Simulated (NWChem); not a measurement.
C2H3BO3; SMILES O=CB1OCO1

```xyz
9

O     -0.5140     2.3551     0.1867
C      0.3746     1.5413     0.2763
B      0.1177    -0.0189     0.1013
O     -1.0282    -0.7338    -0.1610
C     -0.1557    -1.8515    -0.0991
O      1.0031    -1.0742     0.1712
H      1.4271     1.8750     0.4902
H     -0.4045    -2.5355     0.7282
H     -0.0871    -2.3860    -1.0603
```
Atoms are numbered in this order, from 1.

Level: PBE0/def2-SVP (NWChem), optimised geometry, unscaled harmonic frequencies. 

| frequency (cm⁻¹) | IR intensity (km/mol) |
|---|---|
| 72 | 5.4 |
| 162 | 5.1 |
| 222 | 7.4 |
| 442 | 1.2 |
| 552 | 30.5 |
| 682 | 53.2 |
| 956 | 19.2 |
| 960 | 7.0 |
| 972 | 1.1 |
| 1107 | 140.6 |
| 1137 | 0.5 |
| 1140 | 8.9 |
| 1192 | 100.8 |
| 1368 | 63.5 |
| 1436 | 85.3 |
| 1454 | 84.3 |
| 1525 | 8.7 |
| 1842 | 66.5 |
| 2879 | 121.0 |
| 3080 | 39.3 |
| 3161 | 15.7 |

```
Property                                                                            Value
-----------------------------------------------------------------------  ----------------
zero-point energy                                                           37.6 kcal/mol
thermal correction to the enthalpy at 298.15 K (with zero-point energy)     41.7 kcal/mol
heat capacity Cv                                                         17.6 cal/(mol K)
entropy at 298.15 K and 1 atm (symmetry number 1)                        76.2 cal/(mol K)
dipole moment                                                                      3.03 D
```

Rigid rotor and harmonic oscillator; modes under 100 cm⁻¹ make the entropy uncertain.
